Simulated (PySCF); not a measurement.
Compound: C₃H₉AlF₂S.
Atom-mapped SMILES: `[CH3:1][S@@+:2]([AlH3-:3])[CH2:4][CH:5]([F:6])[F:7]` (hydrogens: H8, H9, H10 on C1; H11, H12, H13 on Al3; H14, H15 on C4; H16 on C5)

Geometry (PBE0-D3(BJ)/def2-SVP, Å), atoms numbered from 1 in this order:
```
atom  x, y, z in Å
C1    -1.191    1.810   -0.124
S2    -0.141    0.647    0.772
Al3   -1.619   -1.341    0.763
C4     1.018    0.202   -0.551
C5     2.062   -0.782   -0.066
F6     2.899   -1.036   -1.093
F7     2.779   -0.235    0.937
H8    -2.003    2.086    0.562
H9    -1.614    1.333   -1.019
H10   -0.611    2.705   -0.387
H11   -1.892   -1.303   -0.823
H12   -2.763   -0.799    1.740
H13   -0.568   -2.432    1.286
H14    1.535    1.114   -0.886
H15    0.459   -0.241   -1.389
H16    1.630   -1.733    0.289
```

Level: PBE0/pcSseg-1 and CAM-B3LYP/def2-SVPD in PySCF, non-relativistic, on one gas-phase PBE0-D3(BJ)/def2-SVP geometry that isn't relaxed in the solvent. The solvent is an IEF-PCM continuum (van der Waals radii × 1.2). Specific hydrogen bonds and non-electrostatic terms are outside this model.

Gas phase at PBE0/pcSseg-1: HOMO -7.92 eV, LUMO -0.25 eV, dipole 3.89 D.

**Question.** What does the continuum do to the energy, the frontier levels and the dipole at PBE0/pcSseg-1 in benzene and acetone?

**Answer.** 
```
solvent      ε  E(solvent) − E(gas) (kJ/mol)  polarisation term (kJ/mol)  distortion of the solute (kJ/mol)  HOMO (eV)  LUMO (eV)  dipole (D)
benzene  2.271                        -17.21                      -18.37                               1.16      -7.97       0.00        4.37
acetone  20.49                        -35.63                      -40.77                               5.14      -8.03       0.15        4.90
```

The first energy column is the sum of the next two and covers electrostatics alone. From benzene to acetone the lowering changes by a factor 2.07, Onsager's factor (ε − 1)/(2ε + 1) by 2.02 and ε itself by 9.0.

**Question.** Which radius a makes the point-dipole formula ΔE = −[(ε − 1)/(2ε + 1)]·μ²/a³ give the value in acetone, with the gas-phase dipole?

**Answer.** μ = 1.529 au and |ΔE| = 0.01357 Eh give a = 2.28 Å; the farthest nucleus lies 3.36 Å from the centroid of the nuclei, so such a sphere wouldn't even hold the nuclei. The formula assumes a rigid point dipole at the centre of a sphere.

**Question.** Give the dipole vector in the frame of the coordinates (D, pointing from negative to positive charge), gas and acetone.

**Answer.** Gas (0.04, 3.45, -1.79), solvent (0.15, 4.28, -2.39). Its length changes by +26 % and its direction by 2°.

**Question.** Which ESP-fitted charges (PBE0/pcSseg-1) respond most in acetone (means over atoms taken as equivalent)?

**Answer.** 
| atoms | environment | gas (e) | solvent (e) | change |
| --- | --- | --- | --- | --- |
| C4 | sp3 carbon bound to sulfur | -0.525 | -0.483 | +0.042 |
| Al3 | aluminium bonded to S and 3 H | +0.651 | +0.680 | +0.029 |
| H11/H12/H13 | Al–H hydrogen | -0.286 | -0.313 | -0.027 |
| F7 | fluorine of a CF2 group | -0.194 | -0.218 | -0.024 |
| S2 | sulfur bonded to Al and 2 C | +0.026 | +0.004 | -0.022 |
| F6 | fluorine of a CF2 group | -0.213 | -0.232 | -0.019 |
| H16 | methine hydrogen | +0.105 | +0.122 | +0.017 |
| C1 | S-methyl carbon | -0.488 | -0.477 | +0.011 |

**Question.** Which Mayer bond orders change most in acetone?

**Answer.** 
```
   bond  length (Å)    gas  solvent  change
 S2–Al3       2.477  0.330    0.366  +0.036
Al3–H12       1.599  0.891    0.863  -0.028
Al3–H13       1.603  0.873    0.856  -0.017
  C5–F7       1.348  0.970    0.956  -0.014
  C5–F6       1.349  0.962    0.951  -0.011
  C1–S2       1.805  0.971    0.963  -0.008
 C4–H14       1.101  0.916    0.909  -0.007
  C4–C5       1.514  0.996    1.002  +0.006
```

**Question.** How do the nuclear quadrupole coupling constants eQVzz/h respond in acetone?

**Answer.** 
| nucleus | Q (barn) | gas (MHz) | solvent (MHz) | η gas | η solvent |
| --- | --- | --- | --- | --- | --- |
| 33S at S2 | -0.06781 | 39.39 | 37.00 | 0.69 | 0.71 |
| 27Al at Al3 | 0.1466 | 34.49 | 31.89 | 0.09 | 0.06 |

Gas phase at CAM-B3LYP/def2-SVPD: HOMO -9.29 eV, LUMO 0.54 eV, dipole 3.81 D.

**Question.** What does the continuum do to the energy, the frontier levels and the dipole at CAM-B3LYP/def2-SVPD in acetone?

**Answer.** 
```tsv
solvent	ε	E(solvent) − E(gas) (kJ/mol)	polarisation term (kJ/mol)	distortion of the solute (kJ/mol)	HOMO (eV)	LUMO (eV)	dipole (D)
acetone	20.49	-36.57	-42.76	6.19	-9.32	0.89	4.94
```

The atom shares or the degeneracy of the HOMO differ from the gas phase in acetone, so that column needn't follow one orbital. The atom shares or the degeneracy of the LUMO differ from the gas phase in acetone, so that column needn't follow one orbital.

**Question.** How does the static polarisability (CAM-B3LYP/def2-SVPD, frozen core, with the continuum's full static response) change?

**Answer.** 
| medium | isotropic (au) | principal values (au) | ⟨r²⟩ of the electrons (bohr²) |
| --- | --- | --- | --- |
| gas | 93.0 | 81.2, 95.8, 102.2 | 1428.4 |
| acetone | 126.4 | 116.3, 128.6, 134.2 | 1430.5 |

The isotropic value in acetone is 1.36 times the gas-phase one; no cavity-field correction is applied. ⟨r²⟩ is taken about the centre of nuclear charge.
